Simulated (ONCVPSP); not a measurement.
Configuration tests for copper (Cu) (ONCV)

copper, optimised norm-conserving Vanderbilt (ONCV), made with ONCVPSP 4.0.1 (PBE, scalar-relativistic). Core [Ar], reference 3d10 4s0.5 (charge +0.5). Waves: 4s: rc 2.05 bohr, ncon 5, nbas 8, qcut 3.9 1/bohr, 1 projector; p scattering state at 0.31 Ha: rc 1.65 bohr, ncon 5, nbas 10, qcut 5.8 1/bohr, 3 projectors, debl 0.6 Ha; 3d: rc 1.45 bohr, ncon 4, nbas 9, qcut 9.4 1/bohr, 2 projectors, debl 3 Ha. Local part: polynomial inside 1.45 bohr (lpopt 5, dvloc0 0 Ha). Core correction: none.

Energies are relative to the spin-unpolarised reference configuration 3d10 4s0.5; without spin polarisation the order of configurations can differ from experiment.

```csv
valence configuration,charge,ΔE all-electron (eV),error AE − PS (meV)
3d10 4s0,+1,4.986,+3.9
3d9 4s0,+2,26.319,+41
3d9 4s2,0,-1.192,-25
```

Q: What are ΔE and the potential's error for 3d10 4s1?

A: ΔE = -3.164 eV all-electron; the error (AE − PS) is +0.6 meV.

Note: ghosts flagged at negative energy: p at -76.4 eV; GHOST(+) flagged for s at 9.1 eV, p at 213.9 eV. A true bound ghost makes a file unfit for plane-wave use.
